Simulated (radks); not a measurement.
Species: Os+. Configuration: [Xe] 4f14 5d6 6s1 (the NIST ground configuration).

All-electron calculation, scalar-relativistic Kohn-Sham, exchange-only r2SCAN, spin-unpolarised, spherical densities, finite nucleus; meta-GGA in the generalised Kohn-Sham scheme; Fermi nuclear charge, rms radius 5.4126 fm. Program: a radial shooting solver on a logarithmic mesh with Libxc functionals.

Energy parts (Ry):
part                   energy
total             -34495.3175
kinetic            38229.7971
electron-nucleus  -85455.1964
Hartree            13397.7137
exchange            -667.6319

Orbitals (lengths in bohr, moments of r in powers of bohr; <r^-3> diverges for s and p1/2):
[
 {"orbital": "1s", "occ.": "2", "eigenvalue (Ry)": "-5435.311", "<r>": "0.01774", "<r^-3>": "-"},
 {"orbital": "2s", "occ.": "2", "eigenvalue (Ry)": "-949.1026", "<r>": "0.07489", "<r^-3>": "-"},
 {"orbital": "2p", "occ.": "6", "eigenvalue (Ry)": "-826.3899", "<r>": "0.06728", "<r^-3>": "21900"},
 {"orbital": "3s", "occ.": "2", "eigenvalue (Ry)": "-222.0658", "<r>": "0.1937", "<r^-3>": "-"},
 {"orbital": "3p", "occ.": "6", "eigenvalue (Ry)": "-185.8546", "<r>": "0.1944", "<r^-3>": "4951"},
 {"orbital": "3d", "occ.": "10", "eigenvalue (Ry)": "-145.2980", "<r>": "0.1763", "<r^-3>": "625.5"},
 {"orbital": "4s", "occ.": "2", "eigenvalue (Ry)": "-47.76708", "<r>": "0.4319", "<r^-3>": "-"},
 {"orbital": "4p", "occ.": "6", "eigenvalue (Ry)": "-35.82669", "<r>": "0.4591", "<r^-3>": "1160"},
 {"orbital": "4d", "occ.": "10", "eigenvalue (Ry)": "-20.90820", "<r>": "0.4889", "<r^-3>": "127.0"},
 {"orbital": "5s", "occ.": "2", "eigenvalue (Ry)": "-7.40267", "<r>": "1.012", "<r^-3>": "-"},
 {"orbital": "5p", "occ.": "6", "eigenvalue (Ry)": "-4.37142", "<r>": "1.172", "<r^-3>": "176.9"},
 {"orbital": "4f", "occ.": "14", "eigenvalue (Ry)": "-4.36343", "<r>": "0.5565", "<r^-3>": "22.90"},
 {"orbital": "5d", "occ.": "6", "eigenvalue (Ry)": "-0.96617", "<r>": "1.754", "<r^-3>": "9.781"},
 {"orbital": "6s", "occ.": "1", "eigenvalue (Ry)": "-0.88417", "<r>": "2.831", "<r^-3>": "-"},
 {"orbital": "6p", "occ.": "0", "eigenvalue (Ry)": "-0.44258", "<r>": "3.835", "<r^-3>": "12.55"}
]

The highest occupied level is 6s at -12.030 eV. Summed over all electrons, <r^2> = 53.46 bohr^2, which gives a Langevin (diamagnetic) susceptibility term of -42.3 x 10^-6 cm^3/mol. The electron density at the nucleus is 1.788e+06 e/bohr^3 (large components only). The density falls to 0.001 e/bohr^3 at r = 4.20 bohr.
